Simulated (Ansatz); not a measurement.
HLiO (SMILES [Li][OH]) moved off its minimum; all values from Ansatz (an electronic-structure program), cores frozen in correlated methods.
(charge 0, multiplicity 1)
```xyz
3

Li     0.0943     0.0632    -1.3307
O      0.0447     0.1054     0.4953
H     -0.3081    -0.0439     1.5139
```

Q: Give the forces (eV/Å), the total energy and the dipole at CCSD(T)/aug-cc-pVTZ.

A: 
| atom | Fx | Fy | Fz |
|---|---|---|---|
| Li1 | -0.089 | 0.026 | 1.949 |
| O2 | -1.388 | -0.644 | 2.504 |
| H3 | 1.477 | 0.618 | -4.453 |
Energy -83.2169 hartree, dipole 5.84 D.
